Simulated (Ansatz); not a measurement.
Born–Oppenheimer molecular dynamics of CH₆BClO (10 atoms, charge 0, multiplicity 1). It starts at the highest image of a converged band, a first-order saddle point between two minima.

Level of theory: RKS CAM-B3LYP-D4/def2-SVP (Ansatz 0.2.0).

```json
{
 "ensemble": "NVE (velocity Verlet)",
 "time step": "0.5 fs",
 "steps asked": "200",
 "starting velocities drawn for": "300 K",
 "seed": "10717"
}
```

Frames 1 fs apart, positions in Å, forces in eV/Å.

Velocities at 50 fs (Å/ps):

```
B 3.48 -15.40 -0.55
O 1.53 -12.45 0.21
H -12.89 -14.04 -3.36
C -0.26 -5.90 0.55
H 6.19 22.41 -15.91
H 2.42 -0.40 8.23
H -9.25 -3.83 0.01
H 25.99 -16.44 21.74
Cl -2.37 11.68 -0.41
H 12.22 34.25 -0.36
```

```xyz
10
Properties=species:S:1:pos:R:3:forces:R:3 time_fs=50 energy_less_start_eV=-0.454 T=741
B 0.092 -0.346 0.134 0.01 0.31 -0.54
O 0.172 -0.410 1.506 1.65 -0.05 -2.01
H -0.649 -0.334 1.937 -1.82 -0.08 0.85
C 1.458 -0.151 -0.713 -0.65 0.27 0.32
H 1.972 -1.094 -0.937 0.07 -0.26 0.24
H 1.308 0.308 -1.707 -0.29 -0.02 0.20
H 2.157 0.512 -0.170 -0.03 -0.27 0.04
H -1.030 -0.397 -0.497 1.10 -0.05 0.97
Cl -0.329 2.670 0.541 -0.38 -0.06 -1.11
H 0.003 2.974 1.713 0.35 0.21 1.05
10
Properties=species:S:1:pos:R:3:forces:R:3 time_fs=51 energy_less_start_eV=-0.530 T=813
B 0.096 -0.361 0.133 0.40 0.33 -0.23
O 0.174 -0.423 1.506 0.61 0.05 -1.40
H -0.669 -0.348 1.937 -0.72 -0.18 0.27
C 1.458 -0.157 -0.712 -0.86 0.58 0.43
H 1.979 -1.074 -0.952 0.32 -0.77 0.17
H 1.309 0.308 -1.698 -0.37 0.09 0.03
H 2.148 0.507 -0.170 0.08 -0.17 0.14
H -1.000 -0.414 -0.471 0.58 -0.08 0.63
Cl -0.332 2.682 0.540 -0.24 0.04 -0.60
H 0.016 3.009 1.717 0.21 0.09 0.55
10
Properties=species:S:1:pos:R:3:forces:R:3 time_fs=52 energy_less_start_eV=-0.548 T=830
B 0.099 -0.376 0.133 1.01 0.36 0.21
O 0.176 -0.435 1.505 -0.62 0.16 -0.65
H -0.697 -0.364 1.939 0.59 -0.28 -0.39
C 1.456 -0.162 -0.711 -0.94 0.65 0.50
H 1.989 -1.060 -0.965 0.43 -1.02 0.13
H 1.306 0.309 -1.689 -0.42 0.18 -0.11
H 2.139 0.501 -0.168 0.19 -0.06 0.23
H -0.964 -0.431 -0.439 -0.20 -0.11 0.14
Cl -0.334 2.694 0.539 -0.05 0.21 0.04
H 0.032 3.045 1.726 0.01 -0.09 -0.10
10
Properties=species:S:1:pos:R:3:forces:R:3 time_fs=53 energy_less_start_eV=-0.498 T=783
B 0.104 -0.391 0.132 1.74 0.39 0.72
O 0.178 -0.447 1.503 -1.39 0.21 -0.14
H -0.719 -0.383 1.938 1.45 -0.32 -0.80
C 1.454 -0.167 -0.710 -0.79 0.45 0.43
H 2.003 -1.057 -0.977 0.33 -0.91 0.16
H 1.300 0.311 -1.681 -0.44 0.22 -0.19
H 2.132 0.494 -0.164 0.25 0.03 0.29
H -0.929 -0.450 -0.406 -1.12 -0.16 -0.43
Cl -0.337 2.705 0.539 0.14 0.37 0.60
H 0.048 3.080 1.734 -0.17 -0.27 -0.65
10
Properties=species:S:1:pos:R:3:forces:R:3 time_fs=54 energy_less_start_eV=-0.450 T=738
B 0.111 -0.405 0.132 2.27 0.40 1.12
O 0.179 -0.460 1.501 -1.52 0.20 0.06
H -0.727 -0.405 1.930 1.67 -0.31 -0.86
C 1.452 -0.171 -0.708 -0.43 0.11 0.25
H 2.020 -1.061 -0.987 0.06 -0.52 0.26
H 1.289 0.315 -1.674 -0.41 0.20 -0.17
H 2.128 0.487 -0.157 0.25 0.05 0.28
H -0.906 -0.470 -0.377 -1.85 -0.21 -0.89
Cl -0.339 2.717 0.538 0.26 0.47 0.93
H 0.062 3.112 1.737 -0.29 -0.39 -0.98
10
Properties=species:S:1:pos:R:3:forces:R:3 time_fs=55 energy_less_start_eV=-0.468 T=755
B 0.119 -0.419 0.132 2.23 0.37 1.21
O 0.180 -0.472 1.500 -0.98 0.16 -0.04
H -0.720 -0.430 1.914 1.21 -0.26 -0.60
C 1.449 -0.175 -0.706 0.04 -0.20 0.01
H 2.037 -1.071 -0.995 -0.28 -0.05 0.37
H 1.274 0.321 -1.669 -0.34 0.11 -0.05
H 2.126 0.480 -0.148 0.18 0.02 0.21
H -0.900 -0.492 -0.356 -2.02 -0.23 -1.05
Cl -0.342 2.729 0.538 0.30 0.50 1.00
H 0.073 3.141 1.730 -0.33 -0.43 -1.05
10
Properties=species:S:1:pos:R:3:forces:R:3 time_fs=56 energy_less_start_eV=-0.533 T=817
B 0.129 -0.432 0.134 1.49 0.29 0.95
O 0.179 -0.484 1.498 0.17 0.12 -0.39
H -0.702 -0.457 1.892 0.11 -0.20 -0.06
C 1.446 -0.180 -0.704 0.49 -0.34 -0.21
H 2.052 -1.081 -0.999 -0.56 0.34 0.44
H 1.256 0.328 -1.665 -0.24 0.00 0.11
H 2.126 0.474 -0.137 0.07 -0.05 0.09
H -0.913 -0.516 -0.345 -1.50 -0.20 -0.88
Cl -0.344 2.741 0.538 0.25 0.43 0.82
H 0.082 3.166 1.713 -0.28 -0.38 -0.86
10
Properties=species:S:1:pos:R:3:forces:R:3 time_fs=57 energy_less_start_eV=-0.570 T=852
B 0.141 -0.446 0.137 0.36 0.17 0.50
O 0.179 -0.496 1.496 1.56 0.10 -0.81
H -0.682 -0.486 1.869 -1.24 -0.18 0.58
C 1.443 -0.185 -0.702 0.83 -0.31 -0.35
H 2.061 -1.089 -0.999 -0.73 0.55 0.44
H 1.236 0.336 -1.659 -0.12 -0.12 0.26
H 2.126 0.467 -0.125 -0.06 -0.13 -0.04
H -0.940 -0.542 -0.342 -0.58 -0.12 -0.52
Cl -0.346 2.754 0.538 0.11 0.27 0.39
H 0.087 3.187 1.688 -0.13 -0.23 -0.44
10
Properties=species:S:1:pos:R:3:forces:R:3 time_fs=58 energy_less_start_eV=-0.560 T=843
B 0.153 -0.459 0.140 -0.76 0.03 0.04
O 0.180 -0.507 1.494 2.32 0.12 -0.89
H -0.675 -0.517 1.852 -1.96 -0.20 0.90
C 1.442 -0.190 -0.701 0.99 -0.14 -0.37
H 2.064 -1.091 -0.996 -0.75 0.56 0.36
H 1.215 0.342 -1.651 -0.01 -0.20 0.34
H 2.126 0.459 -0.113 -0.15 -0.17 -0.16
H -0.972 -0.570 -0.344 0.34 -0.03 -0.18
Cl -0.348 2.766 0.538 -0.11 0.04 -0.19
H 0.092 3.206 1.659 0.09 0.00 0.15
10
Properties=species:S:1:pos:R:3:forces:R:3 time_fs=59 energy_less_start_eV=-0.545 T=829
B 0.164 -0.472 0.143 -1.64 -0.08 -0.35
O 0.182 -0.519 1.491 1.77 0.13 -0.39
H -0.685 -0.550 1.843 -1.37 -0.21 0.65
C 1.440 -0.195 -0.700 0.94 0.13 -0.26
H 2.059 -1.087 -0.988 -0.61 0.36 0.21
H 1.193 0.346 -1.640 0.08 -0.24 0.33
H 2.124 0.450 -0.103 -0.18 -0.16 -0.22
H -1.002 -0.597 -0.348 1.04 0.04 0.07
Cl -0.351 2.778 0.539 -0.35 -0.21 -0.77
H 0.097 3.225 1.631 0.33 0.24 0.73
10
Properties=species:S:1:pos:R:3:forces:R:3 time_fs=60 energy_less_start_eV=-0.517 T=801
B 0.174 -0.485 0.146 -2.23 -0.17 -0.66
O 0.185 -0.531 1.488 0.43 0.05 0.44
H -0.708 -0.586 1.840 0.00 -0.13 0.09
C 1.440 -0.200 -0.698 0.70 0.46 -0.04
H 2.049 -1.081 -0.979 -0.34 -0.02 0.01
H 1.172 0.347 -1.626 0.15 -0.22 0.23
H 2.121 0.439 -0.095 -0.15 -0.09 -0.23
H -1.021 -0.625 -0.352 1.46 0.10 0.20
Cl -0.353 2.791 0.539 -0.50 -0.38 -1.11
H 0.106 3.247 1.610 0.49 0.40 1.07
10
Properties=species:S:1:pos:R:3:forces:R:3 time_fs=61 energy_less_start_eV=-0.471 T=757
B 0.182 -0.499 0.149 -2.53 -0.22 -0.88
O 0.188 -0.543 1.485 -0.75 -0.07 1.15
H -0.731 -0.622 1.839 1.21 -0.01 -0.37
C 1.440 -0.204 -0.697 0.32 0.77 0.25
H 2.035 -1.075 -0.969 0.00 -0.48 -0.23
H 1.153 0.347 -1.609 0.19 -0.14 0.05
H 2.116 0.427 -0.089 -0.06 0.02 -0.18
H -1.027 -0.651 -0.353 1.63 0.13 0.25
Cl -0.355 2.803 0.538 -0.49 -0.38 -1.05
H 0.119 3.272 1.600 0.48 0.39 1.01
```

Of the whole run (100 fs, mean temperature of the second half 793 K): The conserved energy stayed within 0.35 meV per atom of its start (net change 0.24 meV per atom), so the integration is sound. The kinetic energy rose, since the run started high on the potential surface and went downhill. It ends in pieces (CH5BO + ClH), so much of that is their flight and rotation, not heat. A run of 0.1 ps of so small a system gives no equilibrium averages. The orbitals stay closed-shell, which can raise the energy where a bond breaks towards radicals; this wasn't checked here.

Time of the run: 3 min on 4 threads of Arm Neoverse V2, on a shared host, peak memory 0.2 GiB.
